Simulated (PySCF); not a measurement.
C3H8GeO2S.
Cartesian coordinates in Å at the PBE0-D3(BJ)/def2-SVP level; atoms count from 1:
```
atom  x, y, z in Å
C1     2.3131   -0.5194   -0.6152
S2     2.1351    1.2794   -0.8629
Ge3   -0.0068    1.4706   -0.4425
O4    -0.8630    0.0664   -1.1600
C5    -1.7207   -0.4868   -0.1839
C6    -1.1158   -0.2320    1.2002
O7    -0.5577    1.0632    1.2145
H8     3.2570   -0.8095   -1.0951
H9     2.3608   -0.7657    0.4541
H10    1.4808   -1.0529   -1.0928
H11   -0.5061    2.8616   -0.8432
H12   -2.7231   -0.0204   -0.2494
H13   -1.8374   -1.5663   -0.3742
H14   -1.8851   -0.3041    1.9863
H15   -0.3377   -0.9895    1.4206
```

Computed with PySCF at CAM-B3LYP/def2-SVPD, non-relativistic, on one gas-phase PBE0-D3(BJ)/def2-SVP geometry that isn't relaxed in the solvent. The solvent is an IEF-PCM continuum (Bondi radii, 1.10 Å for H, scaled by 1.2). The model holds no explicit solvent molecules, cavitation or dispersion. Spin–orbit coupling is left out although an atom past zinc is present.

Gas phase at CAM-B3LYP/def2-SVPD: HOMO -8.58 eV, LUMO 0.68 eV, dipole 1.60 D.

Q: What does the continuum do to the energy, the frontier levels and the dipole at CAM-B3LYP/def2-SVPD in cyclohexane and chloroform?

A: 
| solvent | ε | E(solvent) − E(gas) (kcal/mol) | polarisation term (kcal/mol) | distortion of the solute (kcal/mol) | HOMO (eV) | LUMO (eV) | dipole (D) |
| --- | --- | --- | --- | --- | --- | --- | --- |
| cyclohexane | 2.017 | -2.26 | -2.38 | 0.12 | -8.57 | 0.73 | 1.83 |
| chloroform | 4.711 | -4.16 | -4.60 | 0.44 | -8.59 | 0.76 | 2.05 |

The first energy column is the sum of the next two and covers electrostatics alone. From cyclohexane to chloroform the lowering changes by a factor 1.84, Onsager's factor (ε − 1)/(2ε + 1) by 1.76 and ε itself by 2.3.

Q: Which radius a makes the point-dipole formula ΔE = −[(ε − 1)/(2ε + 1)]·μ²/a³ give the value in chloroform, with the gas-phase dipole?

A: μ = 0.629 au and |ΔE| = 0.00664 Eh give a = 1.47 Å; the farthest nucleus lies 3.52 Å from the centroid of the nuclei, so such a sphere wouldn't even hold the nuclei. The formula assumes a rigid point dipole at the centre of a sphere.

Q: Give the dipole vector in the frame of the coordinates (D, pointing from negative to positive charge), gas and chloroform.

A: Gas (-0.44, -1.51, 0.28), solvent (-0.60, -1.92, 0.39). Its length changes by +28 % and its direction by 1°.

Q: How does the static polarisability (CAM-B3LYP/def2-SVPD, frozen core, with the continuum's full static response) change?

A: 
```csv
medium,isotropic (au),principal values (au),⟨r²⟩ of the electrons (bohr²)
gas,89.8,"73.8, 91.8, 104.0",1190.0
cyclohexane,101.1,"83.2, 103.8, 116.3",1189.6
chloroform,111.9,"93.1, 115.4, 127.0",1189.3
```

The isotropic value in chloroform is 1.24 times the gas-phase one; no cavity-field correction is applied. ⟨r²⟩ is taken about the centre of nuclear charge.
